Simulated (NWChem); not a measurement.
Program: NWChem. System: H₃Si₂, charge 0, spin multiplicity 4, at the geometry of a parent with another charge or spin, in a state set for the comparison that need not be this species' ground state. Its SCF solution wasn't tested for a lower state. Level: UHF/def2-TZVP.

Job file:

```
start mol
memory heap 200 mb stack 900 mb global 1100 mb
geometry units angstroms nocenter noautoz noautosym
  Si    -0.540541    -1.109861     0.030419
  Si     0.381591     0.975841    -0.032994
  H      0.849532    -1.705489    -0.215605
  H      1.804340     1.346504     0.263560
  H     -0.428558     2.235258    -0.011903
end
basis spherical
  * library def2-tzvp
end
scf
  uhf
  nopen 3
  maxiter 100
  thresh 1e-7
  semidirect memsize 60000000 filesize 0
  # guess.movecs holds the orbitals of an unrestricted PBE0 run
  vectors input guess.movecs output mol.movecs
end
task scf energy
```

NWChem printed:

```
             Northwest Computational Chemistry Package (NWChem) 7.3.0
             --------------------------------------------------------

                                NWChem Input Module
                                -------------------

 Scaling coordinates for geometry "geometry" by  1.889725989
 (inverse scale =  0.529177249)

                             Geometry "geometry" -> ""
                             -------------------------

 Output coordinates in angstroms (scale by  1.889725989 to convert to a.u.)

  No.       Tag          Charge          X              Y              Z
 ---- ---------------- ---------- -------------- -------------- --------------
    1 Si                  14.0000    -0.54054100    -1.10986100     0.03041900
    2 Si                  14.0000     0.38159100     0.97584100    -0.03299400
    3 H                    1.0000     0.84953200    -1.70548900    -0.21560500
    4 H                    1.0000     1.80434000     1.34650400     0.26356000
    5 H                    1.0000    -0.42855800     2.23525800    -0.01190300

 Effective nuclear repulsion energy (a.u.)      67.8009874775

            Nuclear Dipole moment (a.u.)
            ----------------------------
        X                 Y               Z
 ---------------- ---------------- ----------------
     0.0000264562    -0.0000132281     0.0000037795


 Summary of "ao basis" -> "" (spherical)
 ------------------------------------------------------------------------------
       Tag                 Description            Shells   Functions and Types
 ---------------- ------------------------------  ------  ---------------------
 *                         def2-tzvp                  on all atoms

 Summary of "ao basis" -> "ao basis" (spherical)
 ------------------------------------------------------------------------------
       Tag                 Description            Shells   Functions and Types
 ---------------- ------------------------------  ------  ---------------------
 Si                        def2-tzvp                13       37   5s5p2d1f
 H                         def2-tzvp                 4        6   3s1p

                                 NWChem SCF Module
                                 -----------------

  ao basis        = "ao basis"
  functions       =    92
  atoms           =     5
  alpha electrons =    17
  beta  electrons =    14
  charge          =   0.00
  wavefunction    = UHF
  use symmetry    = F
  symmetry adapt  = F

 Summary of "ao basis" -> "ao basis" (spherical)
 ------------------------------------------------------------------------------
       Tag                 Description            Shells   Functions and Types
 ---------------- ------------------------------  ------  ---------------------
 Si                        def2-tzvp                13       37   5s5p2d1f
 H                         def2-tzvp                 4        6   3s1p

 Forming initial guess at       0.1s

 Starting SCF solution at       0.1s

 ----------------------------------------------
         Quadratically convergent UHF

 Convergence threshold     :          1.000E-07
 Maximum no. of iterations :          100
 Integral*density screening:          1.000E-09
 ----------------------------------------------

              iter       energy          gnorm     gmax       time
             ----- ------------------- --------- --------- --------
                 1     -579.4650020987  6.22D-01  1.80D-01      1.5
                 2     -579.4813706797  1.23D-01  4.09D-02      1.8
[...]
    26      0.200425  1 Si d -2               5      0.185919  1 Si s

                     UHF Final Beta Molecular Orbital Analysis
                     -----------------------------------------

 Vector   12  Occ=1.000000D+00  E=-5.847816D-01
              MO Center=  3.9D-01, -1.6D-01, -4.3D-02, r^2= 3.8D+00
   Bfn.  Coefficient  Atom+Function         Bfn.  Coefficient  Atom+Function
  ----- ------------  ---------------      ----- ------------  ---------------
     4      0.355991  1 Si s                  3     -0.224352  1 Si s
    41     -0.221243  2 Si s                  5      0.200383  1 Si s
    76      0.195803  3 H  s

 Vector   13  Occ=1.000000D+00  E=-4.801165D-01
              MO Center=  7.1D-01,  1.4D+00,  1.0D-01, r^2= 2.2D+00
   Bfn.  Coefficient  Atom+Function         Bfn.  Coefficient  Atom+Function
  ----- ------------  ---------------      ----- ------------  ---------------
    52      0.291228  2 Si px                82      0.250801  4 H  s
    88     -0.210791  5 H  s                 83      0.151796  4 H  s

 Vector   14  Occ=1.000000D+00  E=-4.111716D-01
              MO Center= -1.2D-02, -2.6D-01, -2.9D-02, r^2= 3.2D+00
   Bfn.  Coefficient  Atom+Function         Bfn.  Coefficient  Atom+Function
  ----- ------------  ---------------      ----- ------------  ---------------
    16      0.283716  1 Si py                53     -0.228256  2 Si py
    76     -0.204273  3 H  s                 77     -0.175380  3 H  s
    88     -0.152046  5 H  s

 Vector   15  Occ=0.000000D+00  E=-1.454825D-02
              MO Center= -7.7D-01, -1.1D+00,  7.2D-02, r^2= 3.6D+00
   Bfn.  Coefficient  Atom+Function         Bfn.  Coefficient  Atom+Function
  ----- ------------  ---------------      ----- ------------  ---------------
    18      0.459556  1 Si px                 5     -0.310681  1 Si s
    19      0.288759  1 Si py                 4     -0.274227  1 Si s
    83     -0.225096  4 H  s                 41      0.203543  2 Si s
     3      0.188303  1 Si s                 15      0.156467  1 Si px

 Vector   16  Occ=0.000000D+00  E= 1.964827D-02
              MO Center= -7.9D-02, -6.6D-02, -5.2D-02, r^2= 4.4D+00
   Bfn.  Coefficient  Atom+Function         Bfn.  Coefficient  Atom+Function
  ----- ------------  ---------------      ----- ------------  ---------------
    57      0.418196  2 Si pz                20      0.408538  1 Si pz
    54      0.152069  2 Si pz                17      0.150482  1 Si pz

 Vector   17  Occ=0.000000D+00  E= 1.105043D-01
              MO Center= -1.5D-04, -3.2D-02,  5.8D-02, r^2= 6.5D+00
   Bfn.  Coefficient  Atom+Function         Bfn.  Coefficient  Atom+Function
  ----- ------------  ---------------      ----- ------------  ---------------
    20      0.810302  1 Si pz                57     -0.796469  2 Si pz
    42      0.258429  2 Si s                 55      0.234485  2 Si px
    19     -0.203013  1 Si py                83     -0.177473  4 H  s

 center of mass
 --------------
 x =  -0.07062620 y =  -0.05954967 z =  -0.00114409

 moments of inertia (a.u.)
 ------------------
         253.588976463298         -96.973550407861           1.834703049954
         -96.973550407861          59.039357766873           4.088813011094
           1.834703049954           4.088813011094         311.390452258117

  Mulliken analysis of the total density
  --------------------------------------

    Atom       Charge   Shell Charges
 -----------   ------   -------------------------------------------------------
    1 Si  14    13.98   2.00  0.59  1.39  0.87  0.55  4.12  1.73  0.48  1.47  0.62  0.05  0.10  0.01
    2 Si  14    13.98   2.00  0.58  1.39  0.83  0.49  4.12  1.73  0.51  1.52  0.58  0.08  0.13  0.02
    3 H    1     1.01   0.22  0.54  0.23  0.01
    4 H    1     1.00   0.23  0.54  0.22  0.01
    5 H    1     1.03   0.23  0.55  0.24  0.01

  Mulliken analysis of the alpha density
  --------------------------------------

    Atom       Charge   Shell Charges
 -----------   ------   -------------------------------------------------------
    1 Si  14     7.92   1.00  0.30  0.69  0.53  0.35  2.08  0.85  0.32  1.17  0.54  0.03  0.07  0.01
    2 Si  14     7.61   1.00  0.29  0.69  0.45  0.28  2.07  0.85  0.31  1.06  0.47  0.04  0.07  0.01
    3 H    1     0.50   0.11  0.27  0.11  0.01
    4 H    1     0.49   0.11  0.27  0.11  0.01
    5 H    1     0.48   0.11  0.26  0.11  0.01

   Mulliken analysis of the beta density
   -------------------------------------

    Atom       Charge   Shell Charges
 -----------   ------   -------------------------------------------------------
    1 Si  14     6.07   1.00  0.29  0.70  0.34  0.20  2.04  0.88  0.16  0.30  0.08  0.03  0.04  0.00
    2 Si  14     6.37   1.00  0.29  0.70  0.38  0.21  2.05  0.87  0.20  0.46  0.11  0.04  0.05  0.01
    3 H    1     0.51   0.11  0.27  0.12  0.00
    4 H    1     0.51   0.11  0.27  0.12  0.00
    5 H    1     0.55   0.12  0.29  0.13  0.00

   Mulliken analysis of the spin density
   -------------------------------------

    Atom       Charge   Shell Charges
 -----------   ------   -------------------------------------------------------
    1 Si  14     1.85   0.00  0.01 -0.01  0.18  0.16  0.04 -0.03  0.16  0.86  0.45  0.00  0.03  0.00
    2 Si  14     1.24   0.00  0.00 -0.00  0.07  0.08  0.03 -0.02  0.11  0.59  0.36 -0.00  0.02 -0.00
    3 H    1    -0.01   0.00  0.00 -0.01  0.00
    4 H    1    -0.01  -0.00 -0.01 -0.01  0.00
    5 H    1    -0.07  -0.01 -0.04 -0.02  0.00

       Multipole analysis of the density wrt the origin
       ------------------------------------------------

     L   x y z        total         alpha         beta         nuclear
     -   - - -        -----         -----         ----         -------
     0   0 0 0     -0.000000    -17.000000    -14.000000     31.000000

     1   1 0 0     -0.299539      0.798256     -1.097821      0.000026
     1   0 1 0     -0.300705      1.200777     -1.501469     -0.000013
     1   0 0 1      0.103183      0.199607     -0.096428      0.000004

     2   2 0 0    -21.402494    -34.752336    -23.396971     36.746813
     2   1 1 0      0.724328    -28.827891    -19.138925     48.691144
     2   1 0 1      0.103230      0.692291     -0.199917     -0.389144
     2   0 2 0    -22.886003    -93.106756    -73.675081    143.895834
     2   0 1 1      0.378144      1.640620     -0.450350     -0.812126
     2   0 0 2    -23.193230    -18.040965     -5.667519      0.515254

 Task  times  cpu:        5.0s     wall:        5.0s

 Total times  cpu:        5.0s     wall:        5.0s
```
